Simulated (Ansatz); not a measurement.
Abridged output of a molecular run in Ansatz:

```
Functional definition: HF
1715 factors; integrals over basis functions are off by at most 1.2e-3 eV
mean field evaluation 1: about -36403.1050 eV, gradient 4.0e1 eV
mean field evaluation 2: about -36403.3626 eV, gradient 4.0e1 eV
mean field evaluation 4: about -36407.6473 eV, gradient 3.8e0 eV
mean field evaluation 8: about -36407.7371 eV, gradient 2.7e-1 eV
mean field -36407.73745800 eV, -1337.9596735309 hartree, gradient 7.1e-6 eV, S^2 0.000000; 0 other end points of the search recorded, 0 dependent functions left out
21 core orbitals not correlated: weight in the atoms' cores, before any rotation towards them, 1.000 or more for the frozen orbitals, at most 0.000 for the correlated occupied ones
reference -36407.73745800 eV, -1337.9596735309 hartree; 15, 15 occupied and 261, 261 virtual orbitals, 1715 factors
second order -19.85063610 eV of doubles, -0.00000000 eV of singles
cycle   1  -21.13345504 eV  change    -1.3e0 eV  update   1.0e-1
cycle   2  -21.73918921 eV  change   -6.1e-1 eV  update   3.3e-2
cycle   3  -21.82962206 eV  change   -9.0e-2 eV  update   1.6e-2
cycle   4  -21.81921972 eV  change    1.0e-2 eV  update   4.7e-3
cycle   5  -21.81767672 eV  change    1.5e-3 eV  update   2.3e-3
cycle   6  -21.81782825 eV  change   -1.5e-4 eV  update   7.4e-4
cycle   7  -21.81763844 eV  change    1.9e-4 eV  update   3.0e-4
cycle   8  -21.81770819 eV  change   -7.0e-5 eV  update   1.1e-4
cycle   9  -21.81774809 eV  change   -4.0e-5 eV  update   3.6e-5
cycle  10  -21.81773252 eV  change    1.6e-5 eV  update   1.4e-5
perturbative correction -0.85284157 eV, -0.0313413495 hartree
Total energy: -36430.40803209 eV, -1338.7928017617 hartree
```

Its atoms:

Cartesian coordinates in Å:
```
N 1.111 -2.112 -0.223
Al 1.144 -1.005 1.153
Si -0.253 1.001 0.922
Si -1.051 1.325 -1.253
Cl -1.916 0.737 2.163
H 1.603 -2.990 -0.270
H 0.572 -1.971 -1.062
H 2.020 -1.388 2.415
H 0.402 2.263 1.372
H -1.669 0.064 -1.749
H 0.095 1.661 -2.143
H -2.060 2.415 -1.326
```

(1) Which basis set was used?
A. def2-SVPD
B. def2-TZVPP
C. cc-pV(D+d)Z
D. def2-QZVPP

(2) Write the keys of the input that set method, charge and spin (a neutral closed shell needs none for the last two).

Results:

(1) B. It gives 297 functions.

(2) 
```yaml
correlation: {method: ccsd_t}
```
